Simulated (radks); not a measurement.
Task: Excited configurations of In II: one electron is placed in a higher orbital outside [Kr] 4d10 5s1. The ground configuration is [Kr] 4d10 5s2. Calculated with a radial shooting solver on a logarithmic mesh with Libxc functionals: Dirac Kohn-Sham, PBEsol, spin-unpolarised, spherical densities, finite nucleus; open shells fill j = l - 1/2 first; Fermi nuclear charge, rms radius 4.6156 fm. Excitation = E - E(ground); binding = E(ion) - E, where the ion is the core of charge +2; n* = 2/sqrt(2 binding) in atomic units, and the quantum defect is n - n*.

outer orbital  excitation (eV)  binding (eV)     n*  quantum defect  eigenvalue (eV)  <r> (bohr)
5p1/2                    6.330        12.948  2.050           2.950           -9.468       3.033
5d3/2                   13.194         6.085  2.991           2.009           -4.294       5.313
5f5/2                   16.903         2.375  4.787           0.213           -1.782       14.64
6s1/2                   12.056         7.222  2.745           3.255           -5.677       5.851
6p1/2                   13.585         5.693  3.092           2.908           -4.409       6.988
6d3/2                   15.685         3.594  3.891           2.109           -2.737       10.35
6f5/2                   17.577         1.702  5.655           0.345           -1.324       22.01
7s1/2                   15.296         3.982  3.697           3.303           -3.156       10.63
7d3/2                   16.935         2.344  4.819           2.181           -1.850       16.72

Estimate the row for 4f5/2.

Result: excitation (eV) 15.772; binding (eV) 3.506; n* 3.940; quantum defect 0.060; eigenvalue (eV) -2.475; <r> (bohr) 8.608. The Delta-SCF ionisation energy is 19.278 eV (NIST Atomic Spectra Database: 18.870 eV, measured). Self-interaction in the functional shifts the binding energies and quantum defects, so they are the method's values and not measured ones. Spin polarisation and multiplet splitting are left out, so open shells lie too high by an amount that depends on their filling.

Beside tabulated values, note that spin-unpolarised runs miss the spin-polarisation part of the exchange energy of open shells.
